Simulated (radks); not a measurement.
The numbers below are computed, except where a source is named.
Initial-state core-level shifts of neutral caesium when its valence configuration changes from [Xe] 6s1. Level of theory: non-relativistic Kohn-Sham, BLYP, spin-unpolarised, spherical densities, point nucleus; relativity is left out, which matters for an element this heavy (a radial shooting solver on a logarithmic mesh with Libxc functionals). Shifts are changes of the shell-averaged eigenvalues in eV (positive: less bound); the change of the density at the nucleus, which sets a Mossbauer isomer shift, is in e/bohr^3, on a base of 1.177e+05.

valence,3s,4d,5s,5p,density at nucleus
5d1,+0.244,+0.255,+0.270,+0.236,-2.91
6p1,-1.137,-1.133,-1.116,-1.092,-2.67
5d0.5 6s0.5,+0.186,+0.192,+0.198,+0.179,-1.51
6s0.5 6p0.5,-0.586,-0.584,-0.576,-0.565,-1.25
